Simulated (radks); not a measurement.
Q: All-electron atom: Bi I in [Hg] 6p3 (the NIST ground configuration). Calculated with a radial shooting solver on a logarithmic mesh with Libxc functionals: non-relativistic Kohn-Sham, LDA (Slater exchange, Perdew-Wang correlation), spin-unpolarised, spherical densities, point nucleus; relativity is left out, which matters for an element this heavy. Some entries of the table are withheld. Estimate them.

orbital  occ.  eigenvalue (hartree)  <r^2> (bohr^2)  <1/r> (bohr^-1)
1s          2             -2975.551       0.0004446            82.40
2s          2                   (1)        0.006886            19.44
2p          6             -484.7164        0.005069            19.49
3s          2             -120.6139         0.04227            7.571
3p          6             -111.8833         0.03878            7.532
3d         10             -95.53241             (2)            7.472
4s          2             -27.07018          0.1988              (3)
4p          6             -23.21848          0.2023            3.263
4d         10             -16.08466          0.2085            3.092
4f         14              -6.38258          0.2217            2.791
5s          2              -4.61173             (4)            1.447
5p          6              -3.29344           1.101            1.342
5d         10              -1.13923           1.701            1.079
6s          2                   (5)           6.790           0.5180
6p          3              -0.18021           11.04           0.4088

A: 
(1) 2s eigenvalue (hartree): -502.9508
(2) 3d <r^2> (bohr^2): 0.02968
(3) 4s <1/r> (bohr^-1): 3.346
(4) 5s <r^2> (bohr^2): 0.9573
(5) 6s eigenvalue (hartree): -0.42609
